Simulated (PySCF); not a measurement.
# Gd(P5)F2 at several levels of theory

Computed with PySCF 2.14.0 (density fitting, no spin-orbit coupling) at the geometry relaxed with TPSS:

```xyz
8
Gd(P5)F2 (singlet in the valence; each metal's 4f electrons, 7 of them, lie in its core potential, out of spins and levels)
Gd    0.0031   -0.0042   -1.0391
P     1.7499    0.5194    1.6051
P     0.0382    1.8116    1.5767
P    -1.7306    0.6017    1.6173
P    -1.1066   -1.4425    1.5934
P     1.0389   -1.4955    1.5964
F     1.6316   -0.2405   -2.2216
F    -1.6452    0.2413   -2.1921
```

```json
{"level": "TPSS", "basis": "Gd lcecp-1-SVP with ECP53, P def2-SVP, F def2-SVP", "state": "singlet", "HOMO (eV)": "-6.73", "gap (eV)": "2.48", "charge on Gd1 (e)": "1.08", "population of f-type functions on Gd1 (polarisation alone where 4f lies in the core)": "0.07", "dipole about the centre of mass (D)": "1.35", "largest force component (eV/Å)": "0.01"}
{"level": "TPSS", "basis": "Gd lcecp-1-TZVP with ECP53, P def2-TZVP, F def2-TZVP", "state": "singlet", "HOMO (eV)": "-6.56", "gap (eV)": "2.41", "charge on Gd1 (e)": "1.47", "population of f-type functions on Gd1 (polarisation alone where 4f lies in the core)": "0.09", "dipole about the centre of mass (D)": "1.69", "largest force component (eV/Å)": "0.37"}
```

In the lcecp rows the 4f levels are missing from HOMO and gap, and the state counts the valence alone.

Charges are Mulliken's, which hang on the basis. The relaxation used the grid (50, 194), these runs (75, 302) or, all-electron (x2c bases, spin-free X2C Hamiltonian), (99, 590).

Q: Order these levels, in the first row's basis, by the HOMO–LUMO gap they give here, smallest first.
A. wB97X
B. CAM-B3LYP
C. M06-L
D. B3LYP

A: C (2.53 eV), D (3.66 eV), B (6.15 eV), A (7.99 eV).

Q: And their other results?

A: 
```csv
level,state,HOMO (eV),gap (eV),charge on Gd1 (e),population of f-type functions on Gd1 (polarisation alone where 4f lies in the core),dipole about the centre of mass (D),largest force component (eV/Å)
wB97X,singlet,-9.88,7.99,1.12,0.08,1.75,0.83
CAM-B3LYP,singlet,-8.80,6.15,1.04,0.08,1.92,0.51
M06-L,singlet,-6.81,2.53,1.39,0.07,1.08,0.34
B3LYP,singlet,-7.38,3.66,1.04,0.07,1.84,0.19
```

In the first row's basis the gap widens with exact exchange: 2.5 eV for TPSS, M06-L (none); 3.7 eV for B3LYP (a fixed share); 6.2 to 8.0 eV for CAM-B3LYP, wB97X (rising or full at long range).

No frequency check is given that shows the relaxed geometry to be a minimum. An lcecp potential fixes the number of 4f electrons, so in runs with it no electron can move into or out of that shell.
